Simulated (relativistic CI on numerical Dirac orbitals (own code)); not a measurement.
# Spin-allowed bands of a d2 ion in an octahedral site, by hand

Problem. Take Δ = 9500 cm⁻¹ and B = 550 cm⁻¹ for a d2 ion in an octahedral site. Calculate the three spin-allowed bands.

Working.
1. The terms of highest spin are 3F (energy 0) and 3P (15B = 8250 cm⁻¹). Here the F term splits into A2 at +1.2Δ = 11400, T2 at +0.2Δ = 1900 and T1 at −0.6Δ = -5700 cm⁻¹.
2. The two T1 states mix through the element 0.4Δ: H = [[-5700, 3800], [3800, 8250]], with roots ½(H₁₁ + H₂₂) ∓ ½√[(H₂₂ − H₁₁)² + 4H₁₂²] = ½(2550) ∓ ½(15886) = -6668 and 9218 cm⁻¹.
3. The ground term is 3T1 at -6668 cm⁻¹.
4. Bands: 3T2 8568 cm⁻¹ (1167 nm), 3T1(P) 15886 cm⁻¹ (629 nm), 3A2 18068 cm⁻¹ (553 nm).

Check. Exact diagonalisation of the whole d2 shell with these parameters gives 3T2 8568, 3T1 15886, 3A2 18068 cm⁻¹. The match is exact, since without spin-orbit coupling no other term has this spin. The ratio of the second band to the first, 1.854, depends on Δ/B = 17.3 alone, which is how a Tanabe-Sugano diagram is read.
